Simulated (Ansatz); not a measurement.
Species: C₃H₄O, net charge 0, singlet state. SMILES: O=C1CC1
Geometry: optimised at B3LYP-D3(BJ)/def2-TZVP (Ansatz, an electronic-structure program).

Parts of the frozen-core correlation energy in cc-pVTZ (Ansatz, hartree). Frozen orbitals: 4; correlated occupied orbitals by spin: 11 and 11; virtual: 161 and 161. Spin-orbit coupling is left out. No relativistic terms.

| term | value |
|---|---|
| reference (HF) | -190.79501 |
| MP2 opposite-spin | ___ |
| MP2 same-spin | ___ |
| CCSD correlation | -0.73528 |
| (T) | ___ |
| T1 diagnostic | 0.014 |
| largest doubles amplitude | 0.062 |

### Question
Fill in the missing entries.

### Answer

- MP2 opposite-spin, value: -0.54026
- MP2 same-spin, value: -0.17562
- (T), value: -0.03325
